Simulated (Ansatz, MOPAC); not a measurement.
System: CsAg, net charge 0, singlet state. SMILES: [Ag][Cs]

Atoms: Cs1, Ag2. Bonds: Cs1-Ag2.

Bond lengths (Å) and angles (degrees) optimised at PM6 with MOPAC; PM7 with MOPAC; HF/3-21G with Ansatz (a program for electronic structure); HF/LANL2DZ with Ansatz; PBE/LANL2DZ with Ansatz; MP2/LANL2DZ with Ansatz, each started from the B3LYP-D3(BJ)/def2-TZVP structure (Ansatz) of the last column. A row stands for all coordinates that are equal there.

```
coordinate    PM6    PM7  HF/3-21G  HF/LANL2DZ  PBE/LANL2DZ  MP2/LANL2DZ  B3LYP-D3(BJ)/def2-TZVP
----------  -----  -----  --------  ----------  -----------  -----------  ----------------------
Cs1-Ag2     2.832  4.065     3.834       3.707        3.464        3.673                   3.327
```

Mean signed difference of all 1 bond lengths from B3LYP-D3(BJ)/def2-TZVP: PM6 -0.495 Å, PM7 0.738 Å, HF/3-21G 0.507 Å, HF/LANL2DZ 0.380 Å, PBE/LANL2DZ 0.137 Å, MP2/LANL2DZ 0.346 Å.
